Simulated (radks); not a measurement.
Values are calculated unless marked as measured or tabulated.
Task: Species: Gd3+. Configuration: [Kr] 4d10 4f(5/2: 6, 7/2: 2) 5s2 5p(1/2: 1, 3/2: 4) (not the ground configuration). Level of theory: Dirac Kohn-Sham, BLYP, spin-unpolarised, spherical densities, finite nucleus; Fermi nuclear charge, rms radius 5.1569 fm (a radial shooting solver on a logarithmic mesh with Libxc functionals). Some entries of the table are withheld. Estimate them.

orbital,occ.,eigenvalue (eV),<r> (bohr)
1s1/2,2,-50070.02,0.02191
2s1/2,2,-8280.403,0.09274
2p1/2,2,-7864.986,(1)
2p3/2,4,-7168.791,(2)
3s1/2,2,-1850.116,0.2440
3p1/2,2,-1669.865,0.2336
3p3/2,4,-1527.046,0.2467
3d3/2,4,-1215.418,0.2187
3d5/2,6,-1184.285,0.2228
4s1/2,2,-388.5015,0.5537
4p1/2,2,-318.3826,0.5659
4p3/2,4,-286.7441,0.5958
4d3/2,4,(3),0.6332
4d5/2,6,(4),0.6438
5s1/2,2,-73.0733,1.336
5p1/2,1,-53.7973,1.489
5p3/2,4,-49.4179,1.576
4f5/2,6,-30.4200,0.8858
4f7/2,2,-29.7046,0.8990

Result: 
(1) 2p1/2 <r> (bohr): 0.07745
(2) 2p3/2 <r> (bohr): 0.08429
(3) 4d3/2 eigenvalue (eV): -171.2415
(4) 4d5/2 eigenvalue (eV): -165.5516
